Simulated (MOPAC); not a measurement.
MOPAC input (PM3):

```
PM3 FORCE THERMO(298,298) PRECISE LET GEO-OK AUX(PRECISION=9) THREADS=1
BrIn

In    0.00000000 1    0.00000000 1   -0.92862914 1
Br    0.00000000 1    0.00000000 1    1.36123714 1
```

From the output:

```
    Br    2   0.346028   0.345881

          HEAT OF FORMATION =     -17.513836 KCALS/MOLE

          ZERO POINT ENERGY       0.160 KCAL/MOL

           NORMAL COORDINATE ANALYSIS (Total motion = 1 Angstrom)

   Root No.       1

                 1 Sig

                 111.6

           1   -0.4103
           2    0.0000
           3    0.0000
           4    0.5897
           5   -0.0000
           6   -0.0000

           MASS-WEIGHTED COORDINATE ANALYSIS (NORMAL COORDINATES)

   Root No.       1

                 1 Sig

                 111.6

           1   -0.6406
           2   -0.0000
           3    0.0000
           4    0.7679
           5   -0.0000
           6   -0.0000

          DESCRIPTION OF VIBRATIONS

 VIBRATION          1    1Sig        ATOM PAIR     ENERGY CONTRIBUTION    RADIAL
 FREQUENCY           111.65         In1 -- Br2        +100.0% (100.0%)    100.0%
 TRANSITION DIPOLE   3.1723
 TRAVEL (Ang.)       0.1132
 REDUCED MASS       47.1158
 EFFECTIVE MASS     93.4680
 FORCE CONSTANT      0.3460

      SYMMETRY NUMBER FOR POINT-GROUP C*v =  1

          SYSTEM IS A GROUND STATE

 BrIn

          MOLECULE IS LINEAR

          THERE ARE  1 GENUINE VIBRATIONS IN THIS SYSTEM
          THIS THERMODYNAMICS CALCULATION IS LIMITED TO
          MOLECULES WHICH HAVE NO INTERNAL ROTATIONS

                    CALCULATED THERMODYNAMIC PROPERTIES
                                          *
   TEMP. (K)   PARTITION FUNCTION   H.O.F.    ENTHALPY  HEAT CAPACITY ENTROPY
                                   KCAL/MOL   CAL/MOLE    CAL/K/MOL  CAL/K/MOL

 298.00  VIB.     0.2400D+01                   446.8497     1.9398     3.2391
         ROT.     0.3035D+04                   592.1869     1.9872    17.9208
         INT.     0.7284D+04                  1039.0365     3.9270    21.1599
         TRA.     0.2627D+28                  1480.4672     4.9680    41.7022
         TOT.                      -17.514    2519.5037     8.8950    62.8621

   *: NOTE: HEATS OF FORMATION ARE RELATIVE TO THE
            ELEMENTS IN THEIR STANDARD STATE AT 298K
              (=  Standard Enthalpy of Formation).

            Hvib:  Zero-point energy is not included.
                   frequencies of less than zero cm-1 are not included.
            Hrot = (3/2)RT
            Htra = (3/2)RT + pV = (5/2)RT

            Heat capacity is Cp, not Cv

          For more information, see: HTTP://OpenMOPAC.net/Manual/thermochemistry.html

           FORCE CONSTANT IN CARTESIAN COORDINATES (Millidynes/A)

    ATOM   CHEMICAL       X               Y               Z
   NUMBER   SYMBOL  FORCE CONSTANT  FORCE CONSTANT  FORCE CONSTANT

      1      In        0.346028        0.000262        0.000262
      2      Br        0.346028        0.000262        0.000262

 **********************
 *                    *
 * JOB ENDED NORMALLY *
 *                    *
 **********************

 == MOPAC DONE ==
```
